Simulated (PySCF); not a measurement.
# Computed records: AlBGeH4O, CH3BClGe, BGeH6N2, GeH4NOSi and others

Calculation on a computer-drawn molecule: the log of a Hartree-Fock and frozen-core CCSD(T) single point meant for a local Hartree-Fock minimum, with one planted fault or none, to be diagnosed. Offsets are logged minus clean, where the clean run is the same molecule without the fault. The reference is restricted for singlets and unrestricted otherwise, and also for a bond in bohr or an excited solution. Adding or removing an electron swaps singlet and doublet. The excited solution moves the top pair (singlet) or top alpha electron (doublet) to the lowest empty orbital. Highest occupied and lowest empty are orbital energies over both spins, largest force is the largest gradient component, triples share is (T) over the correlation energy, the T1 limit is 0.02 restricted and 0.045 unrestricted, electrons count all cores, a negative frequency is imaginary (commonest isotopes), and the dipole is about the centre of nuclear charge; on germanium a core potential holds 10 electrons, which the energies leave out, and 3d is frozen in MP2 and coupled-cluster steps. Program: PySCF 2.14.0.

Common to all runs: meant basis and core potential on germanium cc-pVDZ-PP ECP10MDF; logged SCF converged yes; logged CC converged yes; logged SCF stable within its kind yes; possible faults no fault, one electron removed, one electron added, multiplicity raised by two, geometry at a saddle point, SCF held on an excited solution, minimal basis STO-3G, one bond length entered in bohr, all coordinates scaled.

(1) 
```xyz
8
formula=AlBGeH4O meant_charge=0 meant_multiplicity=1 meant_basis=cc-pV(D+d)Z logged_electrons=62 logged_basis_functions=94 logged_spin_squared=1.1312 logged_highest_occupied=-8.2868 logged_lowest_empty=0.73178 logged_largest_force=0.010162 logged_T1_diagnostic=0.077679 logged_D1_diagnostic=0.25664 logged_triples_share=0.032005 logged_dipole_magnitude=1.6086 logged_energy_HF=-637.11555 logged_energy_CCSD(T)=-637.56642 planted_fault=one_bond_length_entered_in_bohr,row_5_of_the_drawn_bonds HF_energy_offset_from_clean_run=62.61 CCSD(T)_energy_offset_from_clean_run=69.68
Al    -2.2822     1.6368     1.1626
O     -0.9553     1.1435     0.2389
B     -0.0035     0.8078    -0.6492
Ge     1.8149    -0.1314    -0.0461
H     -2.2477     3.0818     1.7753
H     -4.4829    -0.3096     1.5740
H     -0.1746     1.0831    -1.8203
H      1.2385    -1.5811    -0.3399
```

Units: logged_highest_occupied, logged_lowest_empty in eV; logged_largest_force in hartree/bohr; logged_dipole_magnitude in debye; logged_energy_HF, logged_energy_CCSD(T) in hartree; HF_energy_offset_from_clean_run, CCSD(T)_energy_offset_from_clean_run in kcal/mol.

Drawn bonds:
```tsv
atom	other atom	order
1	2	1
2	3	1
3	4	1
1	5	1
1	6	1
3	7	1
4	8	1
```

Notes: T1 above single-reference limit.

(2) 
```xyz
7
formula=CH3BClGe meant_charge=1 meant_multiplicity=1 meant_basis=cc-pV(D+d)Z logged_electrons=62 logged_basis_functions=89 logged_spin_squared=0 logged_highest_occupied=-15.591 logged_lowest_empty=-4.6603 logged_largest_force=1.184e-05 logged_lowest_frequency=115.62 logged_T1_diagnostic=0.014766 logged_D1_diagnostic=0.039425 logged_triples_share=0.034266 logged_dipole_magnitude=6.1315 logged_energy_HF=-816.90815 logged_energy_CCSD(T)=-817.37567 planted_fault=no_fault HF_energy_offset_from_clean_run=0 CCSD(T)_energy_offset_from_clean_run=0
B     -0.2081     0.4819    -2.1027
C      0.3579     1.2599    -1.0729
Ge     0.8810     0.5389     0.5145
Cl     1.7029     1.7740     1.9643
H     -0.6762    -0.1898    -2.9421
H      0.4991     2.3308    -1.2026
H      0.7819    -0.9106     0.9136
```

Units: logged_highest_occupied, logged_lowest_empty in eV; logged_largest_force in hartree/bohr; logged_lowest_frequency in cm⁻¹; logged_dipole_magnitude in debye; logged_energy_HF, logged_energy_CCSD(T) in hartree; HF_energy_offset_from_clean_run, CCSD(T)_energy_offset_from_clean_run in kcal/mol.

Drawn bonds:
```tsv
atom	other atom	order
1	2	2
2	3	1
3	4	1
1	5	1
2	6	1
3	7	1
```

(3) 
```xyz
10
formula=BGeH6N2 meant_charge=1 meant_multiplicity=1 meant_basis=cc-pVDZ logged_electrons=56 logged_basis_functions=95 logged_spin_squared=0 logged_highest_occupied=-17.128 logged_lowest_empty=-3.5426 logged_largest_force=3.579e-05 logged_lowest_frequency=111.63 logged_T1_diagnostic=0.01559 logged_D1_diagnostic=0.05627 logged_triples_share=0.027962 logged_dipole_magnitude=2.2743 logged_energy_HF=-430.26312 logged_energy_CCSD(T)=-430.82126 planted_fault=no_fault HF_energy_offset_from_clean_run=0 CCSD(T)_energy_offset_from_clean_run=0
B     -1.1411     2.7669     0.4161
N      0.0940     2.0793     0.1275
Ge     0.1646     0.5757    -0.7804
N      1.6944    -0.1772    -1.0780
H     -1.0994     3.7794     1.0364
H     -2.1546     2.2788     0.0123
H      0.9534     2.4813     0.4622
H     -1.0932    -0.0553    -1.2974
H      1.7780    -1.0369    -1.5917
H      2.5747     0.1881    -0.7605
```

Units: logged_highest_occupied, logged_lowest_empty in eV; logged_largest_force in hartree/bohr; logged_lowest_frequency in cm⁻¹; logged_dipole_magnitude in debye; logged_energy_HF, logged_energy_CCSD(T) in hartree; HF_energy_offset_from_clean_run, CCSD(T)_energy_offset_from_clean_run in kcal/mol.

Drawn bonds:
```tsv
atom	other atom	order
1	2	1
2	3	1
3	4	1
1	5	1
1	6	1
2	7	1
3	8	1
4	9	1
4	10	1
```

(4) 
```xyz
8
formula=GeH4NOSi meant_charge=1 meant_multiplicity=1 meant_basis=cc-pV(D+d)Z logged_electrons=64 logged_basis_functions=94 logged_spin_squared=0 logged_highest_occupied=-16.054 logged_lowest_empty=-4.2966 logged_largest_force=3.132e-05 logged_lowest_frequency=-125.48 logged_T1_diagnostic=0.017138 logged_D1_diagnostic=0.048263 logged_triples_share=0.028885 logged_dipole_magnitude=1.6831 logged_energy_HF=-713.74462 logged_energy_CCSD(T)=-714.30308 planted_fault=geometry_at_a_saddle_point HF_energy_offset_from_clean_run=3.19 CCSD(T)_energy_offset_from_clean_run=4.551
O     -1.8327     0.9632     0.0000
Si    -1.1431    -0.4673     0.0000
N      0.4324    -0.6793     0.0000
Ge     1.9849     0.0220     0.0000
H     -2.7677     1.1314     0.0000
H     -2.0626    -1.5932     0.0000
H      2.2063     1.5201     0.0000
H      3.1824    -0.8968     0.0000
```

Units: logged_highest_occupied, logged_lowest_empty in eV; logged_largest_force in hartree/bohr; logged_lowest_frequency in cm⁻¹; logged_dipole_magnitude in debye; logged_energy_HF, logged_energy_CCSD(T) in hartree; HF_energy_offset_from_clean_run, CCSD(T)_energy_offset_from_clean_run in kcal/mol.

Drawn bonds:
```tsv
atom	other atom	order
1	2	1
2	3	1
3	4	2
1	5	1
2	6	1
4	7	1
4	8	1
```

(5) 
```xyz
7
formula=ClGe2H3O meant_charge=0 meant_multiplicity=1 meant_basis=cc-pV(D+d)Z logged_electrons=91 logged_basis_functions=98 logged_spin_squared=0.7855 logged_highest_occupied=-15.689 logged_lowest_empty=-7.6265 logged_largest_force=0.069124 logged_T1_diagnostic=0.027843 logged_D1_diagnostic=0.12621 logged_triples_share=0.029764 logged_dipole_magnitude=8.9373 logged_energy_HF=-1122.62137 logged_energy_CCSD(T)=-1123.15241 planted_fault=one_electron_removed HF_energy_offset_from_clean_run=196.4 CCSD(T)_energy_offset_from_clean_run=208.6
Cl    -1.3917    -1.9082     0.3359
Ge     0.3203    -0.6089     0.0135
O     -0.1507     0.6124    -1.1551
Ge    -1.3178     1.9675    -1.2731
H      1.4233    -1.4595    -0.5877
H      0.6430     0.0240     1.3581
H     -1.7679     1.9609     0.2657
```

Units: logged_highest_occupied, logged_lowest_empty in eV; logged_largest_force in hartree/bohr; logged_dipole_magnitude in debye; logged_energy_HF, logged_energy_CCSD(T) in hartree; HF_energy_offset_from_clean_run, CCSD(T)_energy_offset_from_clean_run in kcal/mol.

Drawn bonds:
```tsv
atom	other atom	order
1	2	1
2	3	1
3	4	1
2	5	1
2	6	1
4	7	1
```

(6) 
```xyz
11
formula=B3GeH7 meant_charge=0 meant_multiplicity=1 meant_basis=cc-pVDZ logged_electrons=54 logged_basis_functions=100 logged_spin_squared=0 logged_highest_occupied=-10.49 logged_lowest_empty=1.6305 logged_largest_force=1.543e-05 logged_lowest_frequency=37.7 logged_T1_diagnostic=0.016298 logged_D1_diagnostic=0.046504 logged_triples_share=0.027791 logged_dipole_magnitude=0.24004 logged_energy_HF=-371.43015 logged_energy_CCSD(T)=-371.85261 planted_fault=no_fault HF_energy_offset_from_clean_run=0 CCSD(T)_energy_offset_from_clean_run=0
B     -0.5835     0.6341     0.4775
B      0.5819     1.6950    -0.0449
B      0.5571     3.3541    -0.1020
Ge     2.3772     0.7995    -0.7120
H     -1.4095     0.2028    -0.2832
H     -0.6125     0.2396     1.6132
H      0.1539     3.9311    -1.0774
H      0.9734     4.0218     0.8075
H      3.3063     0.6718     0.5036
H      3.0915     1.6419    -1.7769
H      2.1518    -0.6020    -1.2943
```

Units: logged_highest_occupied, logged_lowest_empty in eV; logged_largest_force in hartree/bohr; logged_lowest_frequency in cm⁻¹; logged_dipole_magnitude in debye; logged_energy_HF, logged_energy_CCSD(T) in hartree; HF_energy_offset_from_clean_run, CCSD(T)_energy_offset_from_clean_run in kcal/mol.

Drawn bonds:
```tsv
atom	other atom	order
1	2	1
2	3	1
2	4	1
1	5	1
1	6	1
3	7	1
3	8	1
4	9	1
4	10	1
4	11	1
```

(7) 
```xyz
10
formula=B2GeH6N meant_charge=0 meant_multiplicity=2 meant_basis=cc-pVDZ logged_electrons=55 logged_basis_functions=95 logged_spin_squared=0.7608 logged_highest_occupied=-7.1338 logged_lowest_empty=0.37212 logged_largest_force=0.05481 logged_T1_diagnostic=0.027475 logged_D1_diagnostic=0.12051 logged_triples_share=0.033154 logged_dipole_magnitude=0.89795 logged_energy_HF=-400.58767 logged_energy_CCSD(T)=-401.09052 planted_fault=all_coordinates_scaled,by_+8.0_% HF_energy_offset_from_clean_run=29.04 CCSD(T)_energy_offset_from_clean_run=20.56
B     -0.3505    -1.7049    -0.4670
Ge    -0.0658    -0.5632     1.3691
B     -0.5589     1.5319     1.7201
N      0.6121    -1.5667     2.9188
H     -0.0421    -2.9598    -0.5401
H     -0.8316    -1.1001    -1.5041
H     -0.3674     2.0899     2.8721
H     -1.0456     2.2257     0.7431
H      1.1346    -2.5009     2.7556
H      1.0402    -1.0248     3.7528
```

Units: logged_highest_occupied, logged_lowest_empty in eV; logged_largest_force in hartree/bohr; logged_dipole_magnitude in debye; logged_energy_HF, logged_energy_CCSD(T) in hartree; HF_energy_offset_from_clean_run, CCSD(T)_energy_offset_from_clean_run in kcal/mol.

Drawn bonds:
```tsv
atom	other atom	order
1	2	1
2	3	1
2	4	1
1	5	1
1	6	1
3	7	1
3	8	1
4	9	1
4	10	1
```

(8) 
```xyz
9
formula=CH5BGeSi meant_charge=0 meant_multiplicity=1 meant_basis=cc-pV(D+d)Z logged_electrons=63 logged_basis_functions=99 logged_spin_squared=1.0771 logged_highest_occupied=-1.7378 logged_lowest_empty=6.3761 logged_largest_force=0.035887 logged_T1_diagnostic=0.046051 logged_D1_diagnostic=0.20606 logged_triples_share=0.039876 logged_dipole_magnitude=4.4151 logged_energy_HF=-647.67675 logged_energy_CCSD(T)=-648.15836
B      1.3457    -0.4070     0.9885
Si     1.5325    -1.0299    -0.8934
Ge     0.5187     1.1200    -1.4001
C     -0.9304     1.7307    -0.5708
H      2.2776     0.1209     1.5365
H      0.3298    -0.5500     1.6148
H      1.1526     2.0055    -2.4720
H     -1.4286     2.6453    -0.8730
H     -1.4231     1.1542     0.2026
```

Units: logged_highest_occupied, logged_lowest_empty in eV; logged_largest_force in hartree/bohr; logged_dipole_magnitude in debye; logged_energy_HF, logged_energy_CCSD(T) in hartree.

Drawn bonds:
```tsv
atom	other atom	order
1	2	1
2	3	1
3	4	2
1	5	1
1	6	1
3	7	1
4	8	1
4	9	1
```

Notes: T1 above single-reference limit.

## Withheld values
1. CH5BGeSi (entry 8): planted fault?

## Answers
1. one electron added

Further results for CH5BGeSi (entry 8):

```
HF energy offset from clean run      : -22.46 kcal/mol
CCSD(T) energy offset from clean run : -25.16 kcal/mol
```
